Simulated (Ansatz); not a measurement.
Ansatz (a quantum-chemistry and plane-wave program) input (BHLYP/def2-TZVPD):

Ansatz 0.2 input:
```yaml
crystal:
  periodic: [false, false, false]
  atoms:
    - {symbol: Si, position_ang: [0.46092426, 0.05172233, -0.13674938]}
    - {symbol: Br, position_ang: [0.40127070, -0.67108094, 1.95964064]}
    - {symbol: Br, position_ang: [-0.49668634, -1.41434405, -1.47192337]}
    - {symbol: Br, position_ang: [-0.58980467, 1.99896187, -0.32113847]}
    - {symbol: N, position_ang: [2.13519857, 0.18647064, -0.54411225]}
    - {symbol: H, position_ang: [2.58338163, 0.99680234, -0.10698126]}
basis:
  gaussian:
    orbitals: def2-TZVPD
hamiltonian:
  xc: {name: BHLYP}
magnetization: {spin_polarized: true, initial_magnetization: 1}
output: {forces: true}
```

Output:

```
Functional definition: BHLYP
integrals: 0.36 GiB planned
2045 factors; their error is unknown
mean field: 3.96 GiB planned
mean field evaluation 1: about -219509.7564 eV, gradient 4.7e1 eV
mean field evaluation 2: about -219432.8911 eV, gradient 1.0e2 eV
mean field evaluation 4: about -219521.0206 eV, gradient 1.9e1 eV
mean field evaluation 8: about -219523.2112 eV, gradient 4.9e-1 eV
mean field evaluation 16: about -219525.1124 eV, gradient 5.6e-3 eV
mean field evaluation 32: about -219524.3889 eV, gradient 6.0e0 eV
mean field -219525.11241161 eV, -8067.3990816611 hartree, gradient 4.8e-5 eV, S^2 0.755031; 2 other end points of the search recorded, 0 dependent functions left out
the calculation of the forces begins
reference -219525.11261160 eV, -8067.3990890105 hartree; 64, 63 occupied and 196, 197 virtual orbitals, 2045 factors
Total energy: -219525.11261160 eV, -8067.3990890105 hartree
Atom 0 at     0.460924     0.051722    -0.136749 Å, force    -0.059381    -0.047912     0.075200 eV/Å
Atom 1 at     0.401271    -0.671081     1.959641 Å, force    -0.016465     0.096881    -0.259238 eV/Å
Atom 2 at    -0.496686    -1.414344    -1.471923 Å, force     0.107166     0.166626     0.143834 eV/Å
Atom 3 at    -0.589805     1.998962    -0.321138 Å, force     0.143972    -0.245941     0.020881 eV/Å
Atom 4 at     2.135199     0.186471    -0.544112 Å, force    -0.029369     0.366402     0.208219 eV/Å
Atom 5 at     2.583382     0.996802    -0.106981 Å, force    -0.145924    -0.336056    -0.188896 eV/Å
Dipole moment:     0.090767     0.212038     0.104662 e Å
```

It need not be the lowest isomer of its formula.
